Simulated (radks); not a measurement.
Results of a calculation; reference values are marked as such.
How relativity changes the ionisation of the zinc ion Zn+ ([Ar] 3d10 4s1) to Zn2+ ([Ar] 3d10). Spin-unpolarised spherical Kohn-Sham, BLYP, point nucleus unless stated (finite: rms radius 3.9283 fm), a radial shooting solver on a logarithmic mesh with Libxc functionals. A level marked "c x" has the speed of light scaled by that factor.

level,E(Zn+) (hartree),E(Zn2+) (hartree),IE (eV),HOMO,<r> HOMO (bohr)
non-rel.,-1779.19225,-1778.51981,18.298,4s,2.438
scalar-rel.,-1796.02812,-1795.34251,18.657,4s,2.399
"scalar-rel., finite nucleus",-1796.01932,-1795.33371,18.656,4s,2.399
Dirac,-1796.09361,-1795.40799,18.657,4s1/2,2.399
"Dirac, finite nucleus",-1796.08480,-1795.39918,18.657,4s1/2,2.399
"Dirac, c x 1.25",-1789.91643,-1789.23566,18.525,4s1/2,2.413
"Dirac, c x 1.5",-1786.60522,-1785.92703,18.454,4s1/2,2.421
"Dirac, c x 10",-1779.35735,-1778.68479,18.301,4s1/2,2.437

NIST Atomic Spectra Database: 17.964 eV (measured). The relativistic part of the total energy of Zn+ is -16.89 hartree (Dirac, finite nucleus), 0.95 % of the non-relativistic value. Spin polarisation and multiplet splitting of open shells are left out at every level.

Beside tabulated values, note that spin-unpolarised runs miss the spin-polarisation part of the exchange energy of open shells.
